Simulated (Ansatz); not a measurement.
One change: `BC#C[O][AlH2]` becomes `BC#CF`.

Ansatz, PBE0-D4/def2-TZVP geometries, multiplicity 1. 

```tsv
property	`BC#C[O][AlH2]`
size of the dipole moment (B3LYP/def2-TZVPP) / D	3.90
zero-point energy (PBE0-D4/def2-TZVP) / kJ/mol	125.5
HOMO–LUMO gap (PBE0/def2-TZVPP) / eV	4.81
HOMO energy (PBE0/def2-TZVPP) / eV	-6.87
HOMO–LUMO gap (PBE/def2-TZVPP) / eV	2.78
size of the dipole moment (PBE/def2-TZVPP) / D	4.08
```

**Question.** Give the same properties after the change, and the shifts. (Best estimate.)

**Answer.** The calculation gave: 
```json
{"property": "size of the dipole moment (B3LYP/def2-TZVPP) / D", "`BC#CF`": "0.66", "shift": "-3.24"}
{"property": "zero-point energy (PBE0-D4/def2-TZVP) / kJ/mol", "`BC#CF`": "84.0", "shift": "-41.5"}
{"property": "HOMO–LUMO gap (PBE0/def2-TZVPP) / eV", "`BC#CF`": "5.75", "shift": "0.94"}
{"property": "HOMO energy (PBE0/def2-TZVPP) / eV", "`BC#CF`": "-7.96", "shift": "-1.09"}
{"property": "HOMO–LUMO gap (PBE/def2-TZVPP) / eV", "`BC#CF`": "3.53", "shift": "0.75"}
{"property": "size of the dipole moment (PBE/def2-TZVPP) / D", "`BC#CF`": "0.95", "shift": "-3.13"}
```

With PBE0 the HOMO falls by 1.09 eV and the LUMO falls by 0.15 eV, so the gap widens by about 0.94 eV. PBE moves the HOMO by -0.99 eV and ωB97M-V by -1.11 eV. The zero-point energy changes by -41.5 kJ/mol with -9 modes. Dipoles are sizes alone; their direction can turn.

B3LYP here is the variant with VWN-RPA as its local correlation; programs differ in this.
